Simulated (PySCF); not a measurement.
**IrH₅, triplet: computed properties**

These are results of PySCF, UPBE0, basis Ir def2-TZVP with ECP60, H def2-TZVP (scalar-relativistic core potentials, no spin–orbit coupling, density fitting), not measurements.

The structure is a minimum.

```xyz
6
charge 0 multiplicity 3, angstrom
Ir    0.0000    0.0000    0.0148
H     0.0000    1.4900   -0.5673
H    -0.8758   -1.2055   -0.5673
H     0.8758   -1.2055   -0.5673
H     1.4171    0.4605   -0.5673
H    -1.4171    0.4605   -0.5673
```

```json
{
 "Point group": "C5v",
 "Bond lengths": "Ir–H 1.600 Å (×5)",
 "Bond angles": "H–Ir–H 66.4° (×5), H–Ir–H 124.7° (×5)",
 "Spin squared ⟨S²⟩": "2.008",
 "Zero-point energy": "91.9 kJ/mol",
 "Rotational symmetry number": "5",
 "Principal polarisabilities": "37.5, 48.7, 48.7 bohr³",
 "Enthalpy at 298.15 K above 0 K": "12.49 kJ/mol",
 "Entropy at 298.15 K and 1 bar (electronic part: spin only)": "257.1 J/(mol K)",
 "Dipole moment": "0.87 D",
 "Highest occupied level (α)": "-6.92 eV",
 "Atomisation energy without zero-point energy": "1350 kJ/mol",
 "Principal quadrupole moments (Buckingham, traceless) about the centre of mass": "-0.29, -0.29, 0.58 D Å",
 "Rotational constants": "2.323, 2.323, 1.507 cm⁻¹",
 "Heat capacity Cp at 298.15 K": "60.5 J/(mol K)",
 "Lowest empty level (β)": "-3.39 eV"
}
```

Harmonic modes (masses in u: Ir 192.963, H 1.008):
| symmetry | ω (cm⁻¹) | IR (km/mol, summed over degenerate members) |
| --- | --- | --- |
| e2 | 536 | 0.0 |
| e1 | 583 | 309 |
| a1 | 770 | 0.6 |
| e2 | 803 | 0.0 |
| e1 | 2074 | 54.9 |
| e2 | 2185 | 0.0 |
| a1 | 2240 | 4.9 |

In C5v the vibrations span 3e2 + 2e1 + 2a1. The e2 modes carry no infrared intensity, as symmetry demands.

Charges (e):
```csv
atom,Mulliken,Löwdin,polar tensor,spin (Mulliken),Mayer order to Ir1
Ir1,0.14,0.02,-0.10,1.39,–
"H2,3,4,5,6",-0.03,0.00,0.02,0.12,0.81
```

Mulliken populations on Ir1 (electrons outside its core potential): s 2.81, p 6.44, d 7.60, f 0.01.

This need not be the most stable arrangement of these atoms. Open d and f shells are described by one determinant, and the ground state may have another occupation or spin. With an element this heavy the missing spin–orbit coupling can shift these numbers.

The final relaxation and frequency run took 32 s on 2 threads of a shared Arm Neoverse V1 host, with 70 basis functions and 8 gradients; the process peaked at 1.1 GiB.
